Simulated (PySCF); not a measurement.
**`[H]/N=C(/CC)C(=C)[SiH2]Cl`, C₅H₁₀ClNSi**

Geometry:
| atom | x (Å) | y (Å) | z (Å) |
| --- | --- | --- | --- |
| C1 | -1.179 | 1.634 | 0.151 |
| C2 | -0.891 | 0.353 | -0.063 |
| Si3 | -1.830 | -1.078 | 0.740 |
| Cl4 | -3.194 | -0.321 | 2.018 |
| C5 | 0.179 | -0.036 | -1.012 |
| N6 | -0.001 | -0.719 | -2.057 |
| C7 | 1.573 | 0.403 | -0.673 |
| C8 | 2.047 | -0.239 | 0.630 |
| H9 | -0.644 | 2.434 | -0.337 |
| H10 | -1.983 | 1.933 | 0.804 |
| H11 | -0.892 | -1.909 | 1.491 |
| H12 | -2.545 | -1.869 | -0.261 |
| H13 | -0.966 | -0.994 | -2.233 |
| H14 | 2.231 | 0.118 | -1.494 |
| H15 | 1.587 | 1.490 | -0.567 |
| H16 | 1.411 | 0.060 | 1.461 |
| H17 | 3.067 | 0.069 | 0.847 |
| H18 | 2.023 | -1.323 | 0.545 |

Level of theory: GIAO PBE0/pcSseg-1 magnetisability, rotational g tensor and spin-rotation constants, non-relativistic, gas phase (PySCF 2.14.0). Geometry: GFN2-xTB.

Q: Give the nuclear spin-rotation constants along the inertial axes (H = +C I·J) beside the isotropic shieldings.

A: Rotational constants 2.5378, 0.7378, 0.7171 GHz. A star marks the isotopologue with that one atom substituted, in its own axes.
```tsv
atom	isotope	Caa (kHz)	Cbb (kHz)	Ccc (kHz)	mean (kHz)	σ (ppm)
Cl4	35Cl	0.188	0.057	0.046	0.097	1022.6
N6	14N	0.498	0.213	0.037	0.249	-80.2
H9	1H	0.009	-0.084	-0.003	-0.026	25.3
H10	1H	0.168	-0.074	-0.058	0.012	25.5
H11	1H	-0.223	-0.044	0.011	-0.085	26.6
H12	1H	-0.223	0.033	-0.060	-0.084	26.3
H13	1H	0.032	0.043	-0.094	-0.006	21.9
H14	1H	0.066	-0.064	-0.081	-0.026	29.2
H15	1H	-0.260	-0.054	0.001	-0.105	29.0
H16	1H	-0.032	-0.052	-0.082	-0.055	30.4
H17	1H	-0.098	-0.034	-0.081	-0.071	30.4
H18	1H	-0.289	-0.065	-0.001	-0.118	30.7
C1	13C*	1.225	0.122	0.229	0.525	48.9
C2	13C*	1.267	0.137	0.261	0.555	33.2
Si3	29Si*	-1.413	-0.463	-0.442	-0.773	376.2
C5	13C*	1.356	0.326	0.157	0.613	-0.1
C7	13C*	0.388	0.131	0.142	0.220	145.8
C8	13C*	0.363	0.098	0.096	0.185	171.9
```
For the geometry as given, no vibrational averaging.

Q: How do the rotational constants and the g tensor change when H9, H10, H11, H12, H13, H14, H15, H16, H17, H18 are replaced by deuterium?

A: Constants 2.0853, 0.6733, 0.6564 GHz; g -0.0300, -0.0094, -0.0101, against -0.0361, -0.0105, -0.0109 before.
